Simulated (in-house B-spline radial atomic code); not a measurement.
Configurations of Ti V (Ti4+), with energies counted from [Ne] 3s2 3p6. Computed with a B-spline radial code for spherical atoms: scalar-relativistic (X2C) TPSSh, spin-polarised, spherical fractional occupations, exact exchange averaged over the configuration, Fermi nucleus of rms radius 3.5921 fm. Shells without spins written out take the highest spin.

Occupations are held fixed; configurations that lie above the ionisation limit could autoionise.

| configuration | E - E(ref) (eV) | highest orbital | its <r> (bohr) |
| --- | --- | --- | --- |
| [Ne] 3s2 3p5 3d1 | 36.3 | 3d up | 1.133 |
| [Ne] 3s2 3p5 4p1 | 61.125 | 4p up | 2.55 |
| [Ne] 3s1 3p6 4f1 | 103.41 | 4f up | 3.385 |
| [He] 2s2 2p5 3s2 3p6 3d1 | 462.8 | 3d up | 1.056 |
| [He] 2s2 2p5 3s2 3p6 4s1 | 483.81 | 4s up | 2.282 |
| [He] 2s2 2p5 3s2 3p6 4d1 | 500.3 | 4d up | 2.951 |

Problem. Order these further configurations by energy, lowest first.
A. [Ne] 3s2 3p5 4s1
B. [He] 2s2 2p5 3s2 3p6 4f1
C. [Ne] 3s2 3p5 4d1
D. [Ne] 3s1 3p6 3d1
E. [Ne] 3s1 3p6 4d1

Solution. A (54.357 eV), D (61.782 eV), C (70.746 eV), E (96.61 eV), B (507.81 eV).

Problem. How far above the reference does [He] 2s2 2p5 3s2 3p6 4p1 lie?

Solution. 490.58 eV; its least bound orbital is 4p up with <r> = 2.495 bohr.
